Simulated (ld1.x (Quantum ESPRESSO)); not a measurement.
## F: one change to a TM potential, before and after

* Element: fluorine
* Generator: ld1.x (Quantum ESPRESSO) 7.5
* Type: norm-conserving Troullier–Martins (Kleinman–Bylander form)
* Functional: PBE
* Relativity: non-relativistic
* Frozen core: [He]
* Valence charge: 7
* Reference configuration: 2s2 2p5
* Partial waves: 2s (bound): rc 0.85 bohr; 2p (bound): rc 1.55 bohr; 3d channel at 0.4 Ry: rc 1.60 bohr
* Local potential: the d channel
* Core correction: none

Change: wave 3d channel at 0.4 Ry: rc 1.60 bohr becomes 3d channel at 3.91 Ry: rc 1.60 bohr.

Cutoffs: the cutoffs (Ry, on a coarse ladder) from which the occupation-weighted sum of valence levels, in a spherical-Bessel basis at the reference potential, stays within 10 and 1 mRy of its value at 400 Ry; they do not see the model core or the augmentation charge, which bear on the density cutoff. Errors are all-electron minus pseudo energies relative to the spin-unpolarised reference configuration.

Predict the effect on cutoff, ghosts and configuration errors.

The potential gets neither clearly harder nor softer (100 Ry and 200 Ry → 100 Ry and 200 Ry); of the 7 tests that both files solve, the error grows in 0 and shrinks in 1 by more than 15 % and 0.3 meV (median size 72.4 → 76.6 meV); neither file shows a bound ghost.

```tsv
quantity	base	changed
cutoff, loose	100 Ry	100 Ry
cutoff, tight	200 Ry	200 Ry
bound ghosts	none	none
error for 2s2 2p4, meV [ΔE 19.40 eV]	+34	+30
error for 2s2 2p3, meV [ΔE 57.80 eV]	+297	+284
error for 2s2 2p2, meV [ΔE 118.44 eV]	+1200	+1178
error for 2s2 2p4.5, meV [ΔE 7.55 eV]	+5.0	+4.2
error for 2s1 2p5, meV [ΔE 38.41 eV]	-72	-77
error for 2s2 2p5.3, meV [ΔE -2.67 eV]	+0.5	+0.3
error for 2s2 2p1, meV [ΔE 204.24 eV]	+3396	+3377
s: phases at 1.75 bohr within 0.05 rad from the reference energy up to (Ry; the scan ends near 5)	2.8	3.1
p: phases at 1.75 bohr within 0.05 rad from the reference energy up to (Ry; the scan ends near 5)	3.0	2.8
d: phases at 1.75 bohr within 0.05 rad from the reference energy up to (Ry; the scan ends near 5)	to the end of the scan	to the end of the scan
```
